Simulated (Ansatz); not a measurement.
Reactions of C$_{2}$H$_{6}$InN (`C=C[NH][InH2]`).

Calculated with Ansatz (gas phase, PBE0-D4/def2-TZVP geometries, no zero-point term in ΔE). CCSD(T)/CBS is the MP2 limit (def2-TZVPP, def2-QZVPP) plus CCSD(T) − MP2 in def2-TZVPP, frozen cores. This one scheme is used for every species. DFT in def2-TZVPP. Elements past krypton have def2 core potentials. For Ge, In, Se outer-core shells are correlated without core-valence functions, which leaves a few kJ/mol of doubt a bond. Scalar relativity is left out up to krypton. One conformer a species, not always the lowest.

```csv
reaction,ωB97M-V (kJ/mol),MP2/CBS(def2) (kJ/mol)
`C=C[NH][InH2]` + `C#CCO` → `C#CCOC=C` + `[NH2][InH2]`,11,16
`C=C[NH][InH2]` + `O[B](F)[GeH3]` → `O[B](F)[InH2]` + `C=C[NH][GeH3]`,32,41
`C=C[NH][InH2]` + `O[SiH2][SiH](O)F` → `C=C[Si@@H](O)[Si@@H](O)F` + `[NH2][InH2]`,-39,-41
`C=C[NH][InH2]` + `CC(F)=[Se]` → `F[C](=[Se])[InH2]` + `C=CNC`,82,91
```

Question: Give the CCSD(T)/CBS values in the same order. (Estimate.)

Answer: Computed: 15, 42, -41, 84 kJ/mol.

Largest T1 diagnostic: 0.018, for `F[C](=[Se])[InH2]`.
